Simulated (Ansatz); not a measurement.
`C#C[SiH](C)Cl` at its PBE0-D4/def2-TZVP geometry, where that method's forces vanish. The species carries charge 0 and has multiplicity 1.

```
atom    x (Å)    y (Å)    z (Å)
  C1  -0.7217  -0.6891   2.4213
  C2  -0.3654  -0.6708   1.2694
 Si3   0.1481  -0.6158  -0.4769
  C4   0.1727   1.1295  -1.0976
 Cl5   2.0339  -1.4262  -0.6210
  H6  -1.0331  -0.7099   3.4409
  H7  -0.7594  -1.4791  -1.2656
  H8   0.4923   1.1595  -2.1413
  H9   0.8596   1.7361  -0.5044
 H10  -0.8268   1.5658  -1.0248
```

Task: For each bond, give half the difference of the two atoms' forces along it (eV/Å; positive pushes the atoms apart) under PBE-D4, r2SCAN-D4, B3LYP-D4, ωB97M-V in def2-TZVPP. (Estimate.)

Result: Ansatz gave: 
| bond | length (Å) | PBE-D4 | r2SCAN-D4 | B3LYP-D4 | ωB97M-V |
| --- | --- | --- | --- | --- | --- |
| C1–C2 | 1.206 | 0.97 | 0.39 | 0.00 | -0.28 |
| C1–H6 | 1.066 | -0.36 | -0.23 | -0.09 | 0.05 |
| C2–Si3 | 1.821 | -0.55 | -0.23 | 0.01 | 0.27 |
| Si3–C4 | 1.853 | 0.01 | 0.01 | 0.09 | -0.01 |
| Si3–Cl5 | 2.058 | 0.19 | 0.07 | 0.21 | 0.06 |
| Si3–H7 | 1.480 | 0.08 | -0.02 | -0.15 | -0.20 |
| C4–H8 | 1.092 | 0.10 | -0.01 | -0.05 | -0.04 |
| C4–H9 | 1.092 | 0.11 | 0.00 | -0.04 | -0.04 |
| C4–H10 | 1.093 | 0.10 | -0.01 | -0.05 | -0.04 |

B3LYP here is the variant with VWN-RPA as its local correlation; programs differ in this.
